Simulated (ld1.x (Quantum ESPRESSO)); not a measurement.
**iridium: excitation energies, all-electron against TM semilocal**

Ir, norm-conserving Troullier–Martins (semilocal form), made with ld1.x (Quantum ESPRESSO) 7.5 (PBE, scalar-relativistic). Core [Xe] 4f14, reference 5d7 6s1.5 6p0 (charge +0.5). Waves: 6s (bound): rc 2.25 bohr; 6p (bound, empty): rc 3.45 bohr; 5d (bound): rc 1.55 bohr. Local part: the d channel. Core correction: none.

Energies are relative to the spin-unpolarised reference configuration 5d7 6s1.5 6p0; without spin polarisation the order of configurations can differ from experiment.

```tsv
valence configuration	charge	ΔE all-electron (eV)	error AE − PS (meV)
5d7 6s0 6p0	+2	23.313	+25
5d8 6s0 6p0	+1	4.598	-50
5d7 6s0 6p2	0	6.973	+6.3
5d7.5 6s1.5 6p0	0	-4.320	-3.2
5d6 6s0 6p0	+3	53.854	+77
```

**Question.** What are ΔE and the potential's error for 5d7 6s2 6p0?

**Answer.** ΔE = -4.035 eV all-electron; the error (AE − PS) is +2.4 meV.

**Question.** What are ΔE and the potential's error for 5d7 6s1 6p0?

**Answer.** ΔE = 5.845 eV all-electron; the error (AE − PS) is -0.3 meV.
